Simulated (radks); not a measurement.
Results of a calculation; reference values are marked as such.
Q: Isoelectronic series with 6 electrons, each ion in its NIST ground configuration. Code: a radial shooting solver on a logarithmic mesh with Libxc functionals. Model: scalar-relativistic Kohn-Sham, PBE, spin-unpolarised, spherical densities, finite nucleus; Fermi nuclear charge, rms radius of each element as measured or else 0.836 A^(1/3) + 0.57 fm. Total energies (hartree) and mean radii <r> (bohr):

ion,configuration,E (hartree),2p,2s
C,[He] 2s2 2p2,-37.76481,1.800,1.571
N+,[He] 2s2 2p2,-53.95356,1.276,1.245
O2+,[He] 2s2 2p2,-73.16374,1.002,1.029
F3+,[He] 2s2 2p2,-95.39279,0.8284,0.8767
Ne4+,[He] 2s2 2p2,-120.64186,0.7073,0.7638
Al7+,[He] 2s2 2p2,-214.54197,0.4934,0.5511
Si8+,[He] 2s2 2p2,-251.90818,0.4484,0.5042
P9+,[He] 2s2 2p2,-292.31672,0.4110,0.4647
S10+,[He] 2s2 2p2,-335.77399,0.3794,0.4309
Cl11+,[He] 2s2 2p2,-382.28694,0.3523,0.4016
Ar12+,[He] 2s2 2p2,-431.86306,0.3288,0.3760
K13+,[He] 2s2 2p2,-484.51042,0.3082,0.3535
Ca14+,[He] 2s2 2p2,-540.23753,0.2901,0.3334
Sc15+,[He] 2s2 2p2,-599.05349,0.2740,0.3155
Ti16+,[He] 2s2 2p2,-660.96796,0.2595,0.2994
V17+,[He] 2s2 2p2,-725.99118,0.2465,0.2848

Estimate the row of Mg6+ ([He] 2s2 2p2).

A: E (hartree) -180.21223; 2p 0.5485; 2s 0.6075.
